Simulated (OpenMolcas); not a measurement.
# PBr at 2.201 Å: OpenMolcas input and output

Input (each module block was a call of its own in one work directory; start orbitals came from a preliminary run):

```
&GATEWAY
Coord
2
angstrom
Br 0.0 0.0 0.0
P 0.0 0.0 2.2010
Basis=ANO-RCC-VTZP
Group=XY
RX2C
AMFI
ANGMom
0.0 0.0 0.0
RICD
&SEWARD
&GUESSORB
&RASSCF
FileOrb=$CurrDir/o31.orb
Symmetry=1
Spin=3
nActEl=10 0 0
Inactive=12 8
RAS2=3 4
CIRoot=5 5 1
Linear
Iterations=120 100
OrbListing=Nothing
PRWF=0.15
>>COPY $Project.RasOrb $CurrDir/o31.orb
>>COPY $Project.rasscf.h5 $CurrDir/r31.h5
&CASPT2
XMultistate=all
Imaginary=0.2
IPEA=0.25
MaxIter=40
>>COPY $Project.JobMix JOB001
&RASSCF
FileOrb=$CurrDir/o11.orb
Symmetry=1
Spin=1
nActEl=10 0 0
Inactive=12 8
RAS2=3 4
CIRoot=6 6 1
Linear
Iterations=120 100
OrbListing=Nothing
PRWF=0.15
>>COPY $Project.RasOrb $CurrDir/o11.orb
>>COPY $Project.rasscf.h5 $CurrDir/r11.h5
&CASPT2
XMultistate=all
Imaginary=0.2
IPEA=0.25
MaxIter=40
>>COPY $Project.JobMix JOB002
```

```bash
pymolcas m.inp
```

RASSCF and CASPT2 output of these blocks, in excerpt:

```
++    Wave function specifications:
      Number of closed shell electrons          40
      Number of electrons in active shells      10
      Number of inactive orbitals               20
      Number of active orbitals                  7
      Number of secondary orbitals              50
      Spin quantum number                      1.0
      State symmetry                             1
++    Orbital specifications:
      Symmetry species                           1   2
                                                 a   b
      Frozen orbitals                            0   0
      Inactive orbitals                         12   8
      Active orbitals                            3   4
      RAS2 orbitals                              3   4
      Secondary orbitals                        26  24
      Number of basis functions                 41  36
      printout of CI-coefficients larger than  0.15 for root  1
      energy=   -2946.029034
      conf/sym  111 2222     Coeff  Weight
            28  ud2 22uu   0.25617 0.06562
            31  022 22uu  -0.94000 0.88360
      printout of CI-coefficients larger than  0.15 for root  2
      energy=   -2945.862256
      conf/sym  111 2222     Coeff  Weight
            32  022 2u2u   0.68495 0.46916
            77  022 u2u2  -0.68495 0.46916
      printout of CI-coefficients larger than  0.15 for root  3
      energy=   -2945.862256
      conf/sym  111 2222     Coeff  Weight
            33  022 2uu2  -0.68495 0.46916
            76  022 u22u  -0.68495 0.46916
      printout of CI-coefficients larger than  0.15 for root  4
      energy=   -2945.858705
      conf/sym  111 2222     Coeff  Weight
            32  022 2u2u   0.64229 0.41254
            33  022 2uu2  -0.27558 0.07594
            76  022 u22u   0.27558 0.07594
            77  022 u2u2   0.64229 0.41254
      printout of CI-coefficients larger than  0.15 for root  5
      energy=   -2945.848170
      conf/sym  111 2222     Coeff  Weight
            28  ud2 22uu  -0.25498 0.06501
            32  022 2u2u   0.26256 0.06894
            33  022 2uu2   0.61195 0.37448
            76  022 u22u  -0.61195 0.37448
            77  022 u2u2   0.26256 0.06894
      Natural orbitals and occupation numbers for root  1
      sym 1:   0.048606   1.959468   1.993133
      sym 2:   1.990036   1.990036   1.009361   1.009361
      Natural orbitals and occupation numbers for root  2
      sym 1:   0.031151   1.979244   1.994202
      sym 2:   1.501165   1.501165   1.496536   1.496536
      Natural orbitals and occupation numbers for root  3
      sym 1:   0.031151   1.979244   1.994202
      sym 2:   1.501165   1.501165   1.496536   1.496536
      Natural orbitals and occupation numbers for root  4
      sym 1:   0.031289   1.979092   1.993767
      sym 2:   1.501222   1.501222   1.496704   1.496704
      Natural orbitals and occupation numbers for root  5
      sym 1:   0.109408   1.906352   1.989351
      sym 2:   1.607530   1.607530   1.389915   1.389915
      RASSCF energy for state  5                  -2945.84817022
::    RASSCF root number  1 Total energy:  -2946.02903380
::    RASSCF root number  2 Total energy:  -2945.86225578
::    RASSCF root number  3 Total energy:  -2945.86225578
::    RASSCF root number  4 Total energy:  -2945.85870521
::    RASSCF root number  5 Total energy:  -2945.84817022
      Von Neumann Entropy (Root   1) =  1.17435
++    Wave function specifications:
      Number of closed shell electrons           2
      Number of electrons in active shells      10
      Number of inactive orbitals                1
      Number of active orbitals                  7
      Number of secondary orbitals              50
      Spin quantum number                      1.0
      State symmetry                             1
      Number of CSFs                           102
      Number of CASSCF root(s) available         5
      CASPT2 state passed to geometry opt.       5
      A file JOBMIX will be created
      This is a MULTI-STATE CASSCF reference
      Number of CI roots used                    5
      These are:                                 1   2   3   4   5
      Off-diagonal elements of Heff are computed
  FINAL CASPT2 RESULT:
      Reference energy:       -2946.0290337983
      E2 (Non-variational):      -0.2627924425
      Shift correction:          -0.0038855177
      E2 (Variational):          -0.2666779601
      Total energy:           -2946.2957117584
      Reference weight:           0.88317
  FINAL CASPT2 RESULT:
      Reference energy:       -2945.8622557776
      E2 (Non-variational):      -0.2504867883
      Shift correction:          -0.0025555933
      E2 (Variational):          -0.2530423817
      Total energy:           -2946.1152981593
      Reference weight:           0.89719
  FINAL CASPT2 RESULT:
      Reference energy:       -2945.8622557776
      E2 (Non-variational):      -0.2505878377
      Shift correction:          -0.0025578179
      E2 (Variational):          -0.2531456555
      Total energy:           -2946.1154014332
      Reference weight:           0.89711
  FINAL CASPT2 RESULT:
      Reference energy:       -2945.8587052120
      E2 (Non-variational):      -0.2501058181
      Shift correction:          -0.0025203720
      E2 (Variational):          -0.2526261902
      Total energy:           -2946.1113314022
      Reference weight:           0.89766
  FINAL CASPT2 RESULT:
      Reference energy:       -2945.8481702176
      E2 (Non-variational):      -0.2555721702
      Shift correction:          -0.0036508896
      E2 (Variational):          -0.2592230598
      Total energy:           -2946.1073932774
      Reference weight:           0.88993
       Total XMS-CASPT2 energies:
::    XMS-CASPT2 Root  1     Total energy:  -2946.29694467
::    XMS-CASPT2 Root  2     Total energy:  -2946.11540161
::    XMS-CASPT2 Root  3     Total energy:  -2946.11529799
::    XMS-CASPT2 Root  4     Total energy:  -2946.11133142
::    XMS-CASPT2 Root  5     Total energy:  -2946.10616035
++    Wave function specifications:
      Number of closed shell electrons          40
      Number of electrons in active shells      10
      Number of inactive orbitals               20
      Number of active orbitals                  7
      Number of secondary orbitals              50
      Spin quantum number                      0.0
      State symmetry                             1
      printout of CI-coefficients larger than  0.15 for root  1
      energy=   -2945.996787
      conf/sym  111 2222     Coeff  Weight
            72  022 22ud  -0.94154 0.88650
      printout of CI-coefficients larger than  0.15 for root  2
      energy=   -2945.996787
      conf/sym  111 2222     Coeff  Weight
            71  022 2220   0.66577 0.44325
            72  022 22ud  -0.18850 0.03553
            75  022 2202  -0.66577 0.44325
      printout of CI-coefficients larger than  0.15 for root  3
      energy=   -2945.978592
      conf/sym  111 2222     Coeff  Weight
            71  022 2220  -0.66503 0.44226
            73  022 2u2d  -0.15803 0.02497
            75  022 2202  -0.66503 0.44226
            77  022 u2d2  -0.15803 0.02497
      printout of CI-coefficients larger than  0.15 for root  4
      energy=   -2945.862586
      conf/sym  111 2222     Coeff  Weight
            74  022 u22d   0.69135 0.47796
            76  022 2ud2  -0.69135 0.47796
      printout of CI-coefficients larger than  0.15 for root  5
      energy=   -2945.828171
      conf/sym  111 2222     Coeff  Weight
            61  ud2 2220  -0.16317 0.02662
            65  ud2 2202   0.16317 0.02662
            73  022 2u2d  -0.60820 0.36990
            74  022 u22d  -0.25164 0.06332
            76  022 2ud2  -0.25164 0.06332
            77  022 u2d2   0.60820 0.36990
      printout of CI-coefficients larger than  0.15 for root  6
      energy=   -2945.828171
      conf/sym  111 2222     Coeff  Weight
            62  ud2 22ud  -0.23076 0.05325
            73  022 2u2d   0.25164 0.06332
            74  022 u22d  -0.60820 0.36990
            76  022 2ud2  -0.60820 0.36990
            77  022 u2d2  -0.25164 0.06332
      Natural orbitals and occupation numbers for root  1
      sym 1:   0.043245   1.961378   1.996650
      sym 2:   1.985692   1.985692   1.013671   1.013671
      Natural orbitals and occupation numbers for root  2
      sym 1:   0.043245   1.961378   1.996650
      sym 2:   1.985692   1.985692   1.013671   1.013671
      Natural orbitals and occupation numbers for root  3
      sym 1:   0.046217   1.945860   1.973314
      sym 2:   1.981406   1.981406   1.035898   1.035898
      Natural orbitals and occupation numbers for root  4
      sym 1:   0.030695   1.979377   1.992813
      sym 2:   1.503146   1.503146   1.495411   1.495411
      Natural orbitals and occupation numbers for root  5
      sym 1:   0.095600   1.916521   1.992632
      sym 2:   1.671384   1.671384   1.326240   1.326240
      Natural orbitals and occupation numbers for root  6
      sym 1:   0.095600   1.916521   1.992632
      sym 2:   1.671384   1.671384   1.326240   1.326240
      RASSCF energy for state  6                  -2945.82817101
::    RASSCF root number  1 Total energy:  -2945.99678698
::    RASSCF root number  2 Total energy:  -2945.99678698
::    RASSCF root number  3 Total energy:  -2945.97859224
::    RASSCF root number  4 Total energy:  -2945.86258580
::    RASSCF root number  5 Total energy:  -2945.82817101
::    RASSCF root number  6 Total energy:  -2945.82817101
      Von Neumann Entropy (Root   1) =  1.16399
++    Wave function specifications:
      Number of closed shell electrons           2
      Number of electrons in active shells      10
      Number of inactive orbitals                1
      Number of active orbitals                  7
      Number of secondary orbitals              50
      Spin quantum number                      0.0
      State symmetry                             1
      Number of CSFs                           104
      Number of CASSCF root(s) available         6
      CASPT2 state passed to geometry opt.       6
      A file JOBMIX will be created
      This is a MULTI-STATE CASSCF reference
      Number of CI roots used                    6
      These are:                                 1   2   3   4   5   6
      Off-diagonal elements of Heff are computed
  FINAL CASPT2 RESULT:
      Reference energy:       -2945.9967869822
      E2 (Non-variational):      -0.2629612023
      Shift correction:          -0.0031655086
      E2 (Variational):          -0.2661267109
      Total energy:           -2946.2629136931
      Reference weight:           0.88769
  FINAL CASPT2 RESULT:
      Reference energy:       -2945.9967869822
      E2 (Non-variational):      -0.2633895636
      Shift correction:          -0.0031987605
      E2 (Variational):          -0.2665883241
      Total energy:           -2946.2633753063
      Reference weight:           0.88718
  FINAL CASPT2 RESULT:
      Reference energy:       -2945.9785922420
      E2 (Non-variational):      -0.2560381633
      Shift correction:          -0.0028443870
      E2 (Variational):          -0.2588825504
      Total energy:           -2946.2374747924
      Reference weight:           0.89268
  FINAL CASPT2 RESULT:
      Reference energy:       -2945.8625857997
      E2 (Non-variational):      -0.2587450164
      Shift correction:          -0.0032185834
      E2 (Variational):          -0.2619635997
      Total energy:           -2946.1245493995
      Reference weight:           0.88817
  FINAL CASPT2 RESULT:
      Reference energy:       -2945.8281710088
      E2 (Non-variational):      -0.2613697553
      Shift correction:          -0.0034817415
      E2 (Variational):          -0.2648514968
      Total energy:           -2946.0930225056
      Reference weight:           0.88675
  FINAL CASPT2 RESULT:
      Reference energy:       -2945.8281710088
      E2 (Non-variational):      -0.2615325548
      Shift correction:          -0.0034935671
      E2 (Variational):          -0.2650261219
      Total energy:           -2946.0931971307
      Reference weight:           0.88655
       Total XMS-CASPT2 energies:
::    XMS-CASPT2 Root  1     Total energy:  -2946.26277938
::    XMS-CASPT2 Root  2     Total energy:  -2946.26233731
::    XMS-CASPT2 Root  3     Total energy:  -2946.23747479
::    XMS-CASPT2 Root  4     Total energy:  -2946.12454940
::    XMS-CASPT2 Root  5     Total energy:  -2946.09377852
::    XMS-CASPT2 Root  6     Total energy:  -2946.09361342
```

Only roots inside an energy window near the equilibrium distance were included, so the list of states is not complete; labels number the states computed. Each spin and symmetry block has orbitals of its own, averaged over its own roots, so gaps between blocks are less sure than gaps within one and near the minimum can be off by tenths of an eV, in bad cases by more. No Rydberg orbitals are active, so Rydberg states, and σ→σ* states whose orbital the CASSCF left unused, can be missing between those listed. CASPT2 splits the two components of degenerate states numerically, here by up to 97 cm⁻¹.
